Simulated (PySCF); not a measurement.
## Dipole response of Ge²⁺ (germanium, charge +2)

[Ar] 3d10 4s1 4p1, high-spin 3P determinant (an excited configuration). Calculation: PySCF 2.14, in aug-cc-pVQZ-DK; the spin-free X2C one-electron Hamiltonian (Gaussian nucleus). Coupled (time-dependent) response in atomic units; α is the mean over directions.

```tsv
method	mean α (bohr³)	α xx, yy, zz	C₆ (like pair)	S(−4)
CAM-B3LYP	9.858	10.13, 9.307, 10.13	36.20	47.67
```

S(−4) is the Cauchy moment in α(ω) = α(0) + S(−4) ω² + …

Spin-orbit coupling is absent.

α(iu) at CAM-B3LYP:

| u (hartree) | α(iu) (bohr³) |
| --- | --- |
| 0 | 9.858 |
| 0.0500 | 9.740 |
| 0.100 | 9.405 |
| 0.200 | 8.287 |
| 0.300 | 6.958 |
| 0.500 | 4.721 |
| 0.750 | 3.051 |
| 1.00 | 2.142 |
| 1.50 | 1.267 |
| 2.00 | 0.8652 |
| 3.00 | 0.4952 |
| 5.00 | 0.2291 |

A single London oscillator, α(iu) = α/(1 + u²/ω²), gives C₆ = (3/4) ω α². Matching the computed C₆ needs ω = 4 × 36.20 / (3 × 9.858²) = 0.497 hartree.

For an ion, C₆ is the dispersion term alone; charge-induced terms of lower order in 1/R come first.

The components differ because the open shell of this determinant is not spherical; for a pure term their mean is the scalar polarisability.
